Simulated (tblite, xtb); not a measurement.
CH2 (SMILES [CH2]), triplet, geometry from GFN2-xTB. Base run: xtb 6.7.1 with GFN1-xTB.

The xtb input:
```
$ xtb mol.xyz --gfn 1 --uhf 2 --json

# file mol.xyz
3

C     -0.00086561     0.10089553     0.01170220
H     -0.97847113    -0.31231328    -0.02467531
H      0.98366479    -0.29305989    -0.04553788
```

Programs used: tblite, xtb; a row that names a program was run with it.

Variants of this job, named by their change:

```csv
change,ΔE vs base (kcal/mol),dipole (D),G_solv (kcal/mol),SCF cycles
base,0.000,0.58,-,7
gbsa = thf,-1.60,0.60,-1.62,7
alpb = thf,-0.602,0.61,-0.63,7
"program = tblite; method = gfn1; option = (--alpb, water)",-0.262,-,-,-
etemp = 3000,-0.005,0.58,-,7
acc = 1000,0.000,0.58,-,5
program = tblite; method = gfn1; option = --spin-polarized,-31.68,-,-,-
"program = tblite; method = gfn1; option = (--efield, 0,0,0.1)",0.027,-,-,-
acc = 0.1,0.000,0.58,-,8
```

ALPB and GBSA are two models with their own fitted parameters for each solvent, which aren't always the measured dielectric constant.
